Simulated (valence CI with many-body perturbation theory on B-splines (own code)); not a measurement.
# E1 line list for Hf I

Method: valence CI with perturbative core correlation (CI+MBPT): four valence electrons over a frozen Dirac-Fock core [Xe] 4f14, radial functions for each j: 7 s, 7 p, 8 d, 6 f, 4 g, 1 h, with the one-electron correlation potential Σ1, the two-electron term Σ2, the three-electron term Σ3, Breit, model QED; selected CI, second order for the rest, scaled by the run's own slope (own B-spline code, finite nucleus).

Against 28 measured levels this calculation errs by 252 cm⁻¹ on average and by 727 at most. These come from a selection out of the NIST Handbook of Basic Atomic Spectroscopic Data. Levels without a partner in it may be off by more, other configurations by 1,000 to 4,000 cm⁻¹. Among the levels kept, up to 870 cm⁻¹ of a level comes from second order outside the variational space, and about a tenth of that is noise between levels of different J, which matters for small intervals.

Lines 301 to 350 of 558 in falling wavelength, among levels below 5.681 eV, chosen from the strongest by gf and those to the six lowest levels. Wavelengths and rates use the calculated energies, so an error of 300 cm⁻¹ moves a line at 388.2 nm by 1.2 % and its rate by three times that or more. Electric multipoles are in the length gauge, E1 and E2 with the static RPA response of the core. Weak lines are less certain than strong ones. Lines between different terms over intervals too small for the method are left out, as are lines whose strength nearly cancels. Where a level lies close to another of its J and parity, the split of strength between their lines is uncertain. The highest levels of a list are the least certain.

Names give the largest LS component (configuration and term), which can be under half, so a name can repeat, a term be missing and a line seem to break the LS rules; names also repeat where a configuration has a term twice. Letters in brackets count levels of one name in rising energy.

```csv
λ vac (nm),λ from measured levels,Upper,Lower,A (s⁻¹),S (a.u.)
390.0,,5d3 6p 5G°_2,5d3 6s 5F_1,7.96e+07,1.17e+01
390.0,,5d3 6p 5G°_4,5d3 6s 5F_4,2.60e+07,6.85e+00
389.8,,5d2 6s 6p 5D°_2 [b],5d2 6s2 3F_3,8.79e+06,1.29e+00
388.8,,5d2 6s 6d 3F_2,5d 6s2 6p 3P°_2,7.60e+06,1.10e+00
388.3,,5d 6s2 6d 3P_0,5d 6s2 6p 3P°_1,3.82e+07,1.10e+00
388.2,380.0,5d2 6s 6p 3G°_4 [d],5d2 6s2 1G_4,5.38e+06,1.40e+00
385.9,380.1,5d2 6s 6p 5D°_3 [a],5d2 6s2 3F_2,1.90e+06,3.78e-01
385.9,,5d2 6s 6p 3G°_3 [b],5d2 6s2 3F_3,5.06e+06,1.00e+00
385.7,,5d 6s 6p2 5F_3 [b],5d 6s2 6p 3D°_2,1.18e+07,2.33e+00
385.4,,5d2 6s 6p 3F°_4 [a],5d2 6s2 3F_4,1.95e+07,4.95e+00
384.0,,5d2 6s 7s 3F_4,5d 6s2 6p 3D°_3,8.28e+06,2.08e+00
384.0,,5d2 6s 6p 3G°_5 [a],5d2 6s2 3F_4,1.27e+07,3.89e+00
382.5,,5d3 6p 5G°_5,5d3 6s 5F_5,2.24e+07,6.79e+00
382.4,,5d3 6s 3D_2 [b],5d 6s2 6p 3F°_2,1.66e+07,2.29e+00
381.9,,5d3 6p 5G°_3,5d3 6s 5F_2,8.26e+07,1.59e+01
381.5,,5d2 6s 7s 3F_4,5d 6s2 6p 3F°_4,1.50e+07,3.70e+00
379.8,,5d 6s 6p2 5D_3,5d2 6s 6p 5G°_3,9.34e+06,1.77e+00
379.5,,5d2 6s 6p 3F°_4 [d],5d3 6s 5F_3,6.22e+06,1.51e+00
378.2,,5d3 6s 3D_1 [b],5d 6s2 6p 3F°_2,2.34e+07,1.88e+00
377.2,,5d2 6s 6p 5D°_3 [b],5d2 6s2 3F_4,8.79e+06,1.63e+00
377.0,,5d 6s2 6d 3D_3,5d2 6s 6p 5G°_3,6.79e+06,1.26e+00
376.8,,5d2 6s 6p 3G°_4 [a],5d2 6s2 3F_3,9.91e+06,2.36e+00
376.4,,5d2 6s 7s 3F_2 [b],5d 6s2 6p 1D°_2,1.70e+07,2.24e+00
374.9,377.9,5d 6s2 6p 1P°_1,5d2 6s2 3F_2,2.73e+07,2.13e+00
374.8,,5d 6s2 6d 3D_2,5d 6s2 6p 3D°_2,1.86e+07,2.41e+00
374.7,364.7,5d2 6s 6p 3F°_2 [b],5d2 6s2 3P_1,2.05e+06,2.66e-01
374.3,,5d3 6p 5G°_4,5d3 6s 5F_3,8.69e+07,2.02e+01
373.4,,5d2 6s 6d 5H_3,5d2 6s 6p 5G°_3,7.10e+06,1.28e+00
373.0,,5d2 6s 6p 5S°_2,5d2 6s2 3F_3,3.46e+06,4.43e-01
371.0,368.3,5d2 6s 6p 3F°_2 [a],5d2 6s2 3F_2,2.79e+07,3.51e+00
371.0,,5d4 3H_5,5d 6s2 6p 3F°_4,2.00e+07,5.54e+00
369.6,,5d 6s2 6d 3D_3,5d 6s2 6p 3D°_3,1.16e+07,2.02e+00
369.4,,5d2 6s 6p 3D°_1 [b],5d2 6s2 1D_2,3.44e+06,2.57e-01
368.7,,5d2 6s 6p 5D°_4 [b],5d2 6s2 3F_4,1.10e+06,2.44e-01
368.6,,5d2 6s 6p 5D°_2 [c],5d2 6s2 3F_3,5.10e+06,6.30e-01
367.4,,5d2 6s 6p 3D°_1 [b],5d2 6s2 3P_0,7.18e+06,5.27e-01
366.7,,5d3 6p 5G°_5,5d3 6s 5F_4,1.08e+08,2.90e+01
366.0,,5d2 6s 6p 3F°_3 [a],5d2 6s2 3F_3,1.07e+07,1.82e+00
364.7,,5d 6s2 6d 3G_5,5d 6s2 6p 3F°_4,7.52e+07,1.98e+01
362.7,,5d2 6s 6p 3D°_1 [c],5d2 6s2 3P_1,2.66e+07,1.88e+00
362.5,,5d 6s 6p2 5F_3 [b],5d 6s2 6p 3F°_3,9.31e+06,1.53e+00
361.7,351.4,5d2 6s 6p 3F°_4 [c],5d2 6s2 1G_4,8.88e+06,1.87e+00
360.5,,5d2 6s 6p 3S°_1 [a],5d2 6s2 3F_2,3.68e+06,2.55e-01
359.4,,5d 6s2 6d 3G_3,5d 6s2 6p 1D°_2,9.65e+06,1.55e+00
359.1,,5d 6s2 6d 3D_3,5d2 6s 6p 5G°_2,9.71e+06,1.55e+00
358.2,,5d2 6s 6p 3F°_3 [b],5d2 6s2 1D_2,3.27e+06,5.19e-01
358.1,,5d2 6s 6d 5G_2,5d2 6s 6p 5G°_2,1.54e+07,1.74e+00
357.9,,5d2 6s 6p 5D°_2 [b],5d2 6s2 3F_2,6.99e+06,7.91e-01
357.9,,5d 6s2 6d 3G_4,5d 6s2 6p 3F°_3,3.02e+07,6.15e+00
357.6,,5d3 6p 5F°_4,5d3 6s 5F_5,2.38e+07,4.83e+00
```
